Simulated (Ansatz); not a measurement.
A calculation with Ansatz (development build ahead of 0.2.0).

```yaml
crystal:
  periodic: [false, false, false]
  atoms:
    - { symbol: Ge, position_ang: [0.0, 0.0, 0.0] }
    - { symbol: H, position_ang: [0.95848, 0.95848, 0.95848] }
    - { symbol: H, position_ang: [0.95848, -0.95848, -0.95848] }
    - { symbol: H, position_ang: [-0.95848, 0.95848, -0.95848] }
    - { symbol: H, position_ang: [-0.95848, -0.95848, 0.95848] }
basis:
  gaussian: { orbitals: def2-TZVP }
hamiltonian:
  xc: hf
correlation:
  method: mp2
  frozen_orbitals: { Ge: 9, H: 0 }
```

The input is written out in the form of the current development build from the run's settings.

Results

```json
{"Converged": "yes", "Reference energy": "-2077.65966 hartree", "Correlation energy": "-0.26335 hartree", "Total energy": "-2077.92301 hartree", "Spin squared of the determinant": "0.000"}
```
